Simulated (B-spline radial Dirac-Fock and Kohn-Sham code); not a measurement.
Dipole and non-dipole photoemission parameters of I 4p3/2

System: atomic iodine in the configuration 1s2 2s2 2p6 3s2 3p6 3d10 4s2 4p6 4d10 5s2 5p5; threshold 123.0 eV (tabulated edge). Model: Dirac-Hartree-Slater photoionisation with a Latter tail; cross sections with all multipoles, angular parameters from the dipole term and its interference with E2. Program: a radial finite-basis atomic code.

For linearly polarised light dσ/dΩ = σ/(4π) [1 + β P₂(cos θ) + (δ + γ cos²θ) sin θ cos φ], with θ from the polarisation vector and φ the angle between the beam and the projection of the electron momentum on the plane normal to the polarisation.

```csv
hν (eV),σ (kb),β,γ,δ
150,329,-0.619,0.299,-0.040
181,303,-0.255,-0.023,0.000
200,296,0.018,-0.092,0.027
210,292,0.142,-0.094,0.035
250,275,0.538,-0.013,0.044
275,262,0.722,0.052,0.043
412,?,?,?,?
800,84.2,1.604,0.094,0.002
1310,37.9,1.699,-0.025,0.001
1330,36.9,1.701,-0.027,0.001
1486.9,30.2,1.709,-0.031,0.001
2000,17.1,1.713,0.009,0.003
2380,12.0,1.704,0.070,0.004
2550,10.4,1.699,0.102,0.005
2610,9.93,1.696,0.114,0.005
2984.4,7.45,1.682,0.189,0.007
3250,6.18,1.671,0.245,0.008
5090,2.18,1.588,0.626,0.019
5200,2.07,1.583,0.647,0.019
5640,1.70,1.563,0.731,0.023
5920,1.50,1.551,0.782,0.025
9251.7,0.468,1.417,1.289,0.054
14000,0.146,1.260,1.781,0.102
```

Task: Give the values at 412 eV.

Result: σ = 190 kb, β = 1.236, γ = 0.223, δ = 0.021.

Values without a named source are computed, but for edge energies of neutral atoms, which are taken from tables.
